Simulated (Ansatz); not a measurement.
Ba4S4. Total charge 0; triplet. Geometry r2SCAN-D4/def2-SVP.

```xyz
8

Ba    1.012    0.103    2.309
Ba    0.043   -2.802   -0.777
Ba   -2.466    1.539    0.145
Ba    1.473    1.193   -1.660
S    -1.525   -1.129    1.178
S    -1.175   -0.279   -1.882
S     2.342   -1.089   -0.022
S     0.294    2.464    0.710
```

In the def2 sets Ba takes a core potential; there is no spin–orbit coupling. LC-ωPBE has ω = 0.4 bohr⁻¹. HSE06 is defined as in plane-wave codes, on full-range PBE exchange. At PBE0-D4/def2-TZVP a singlet of charge 0 lies 2.99 eV below the triplet, each at its own geometry. The structure comes from a short search, and lower isomers may exist.

(1) Estimate the α-spin orbital energies around the gap (eV) in Ansatz with PBE-D4/def2-TZVP, r2SCAN-D4/def2-TZVP, PBE0-D4/def2-TZVP, HSE06-D4/def2-TZVP, LC-ωPBE/def2-TZVP.

## Answers

(1) 
```json
{"orbital": "HOMO−5", "PBE-D4/def2-TZVP": "-4.85", "r2SCAN-D4/def2-TZVP": "-5.07", "PBE0-D4/def2-TZVP": "-5.85", "HSE06-D4/def2-TZVP": "-5.47", "LC-ωPBE/def2-TZVP": "-8.38"}
{"orbital": "HOMO−4", "PBE-D4/def2-TZVP": "-4.77", "r2SCAN-D4/def2-TZVP": "-5.02", "PBE0-D4/def2-TZVP": "-5.79", "HSE06-D4/def2-TZVP": "-5.41", "LC-ωPBE/def2-TZVP": "-8.36"}
{"orbital": "HOMO−3", "PBE-D4/def2-TZVP": "-4.68", "r2SCAN-D4/def2-TZVP": "-4.99", "PBE0-D4/def2-TZVP": "-5.78", "HSE06-D4/def2-TZVP": "-5.40", "LC-ωPBE/def2-TZVP": "-8.21"}
{"orbital": "HOMO−2", "PBE-D4/def2-TZVP": "-4.64", "r2SCAN-D4/def2-TZVP": "-4.86", "PBE0-D4/def2-TZVP": "-5.64", "HSE06-D4/def2-TZVP": "-5.26", "LC-ωPBE/def2-TZVP": "-8.19"}
{"orbital": "HOMO−1", "PBE-D4/def2-TZVP": "-4.64", "r2SCAN-D4/def2-TZVP": "-4.86", "PBE0-D4/def2-TZVP": "-5.62", "HSE06-D4/def2-TZVP": "-5.24", "LC-ωPBE/def2-TZVP": "-7.91"}
{"orbital": "HOMO", "PBE-D4/def2-TZVP": "-1.97", "r2SCAN-D4/def2-TZVP": "-1.92", "PBE0-D4/def2-TZVP": "-2.14", "HSE06-D4/def2-TZVP": "-1.93", "LC-ωPBE/def2-TZVP": "-2.96"}
{"orbital": "LUMO", "PBE-D4/def2-TZVP": "-1.61", "r2SCAN-D4/def2-TZVP": "-1.63", "PBE0-D4/def2-TZVP": "-1.35", "HSE06-D4/def2-TZVP": "-1.59", "LC-ωPBE/def2-TZVP": "-0.42"}
{"orbital": "LUMO+1", "PBE-D4/def2-TZVP": "-1.44", "r2SCAN-D4/def2-TZVP": "-1.15", "PBE0-D4/def2-TZVP": "-1.05", "HSE06-D4/def2-TZVP": "-1.35", "LC-ωPBE/def2-TZVP": "-0.05"}
{"orbital": "LUMO+2", "PBE-D4/def2-TZVP": "-1.36", "r2SCAN-D4/def2-TZVP": "-1.04", "PBE0-D4/def2-TZVP": "-0.98", "HSE06-D4/def2-TZVP": "-1.27", "LC-ωPBE/def2-TZVP": "-0.03"}
{"orbital": "LUMO+3", "PBE-D4/def2-TZVP": "-1.05", "r2SCAN-D4/def2-TZVP": "-0.97", "PBE0-D4/def2-TZVP": "-0.59", "HSE06-D4/def2-TZVP": "-0.90", "LC-ωPBE/def2-TZVP": "0.45"}
{"orbital": "LUMO+4", "PBE-D4/def2-TZVP": "-0.93", "r2SCAN-D4/def2-TZVP": "-0.75", "PBE0-D4/def2-TZVP": "-0.38", "HSE06-D4/def2-TZVP": "-0.70", "LC-ωPBE/def2-TZVP": "0.65"}
{"orbital": "LUMO+5", "PBE-D4/def2-TZVP": "-0.89", "r2SCAN-D4/def2-TZVP": "-0.69", "PBE0-D4/def2-TZVP": "-0.27", "HSE06-D4/def2-TZVP": "-0.64", "LC-ωPBE/def2-TZVP": "0.82"}
{"orbital": "β HOMO", "PBE-D4/def2-TZVP": "-4.59", "r2SCAN-D4/def2-TZVP": "-4.80", "PBE0-D4/def2-TZVP": "-5.52", "HSE06-D4/def2-TZVP": "-5.15", "LC-ωPBE/def2-TZVP": "-7.71"}
{"orbital": "β LUMO", "PBE-D4/def2-TZVP": "-3.85", "r2SCAN-D4/def2-TZVP": "-3.74", "PBE0-D4/def2-TZVP": "-3.04", "HSE06-D4/def2-TZVP": "-3.42", "LC-ωPBE/def2-TZVP": "-1.20"}
```
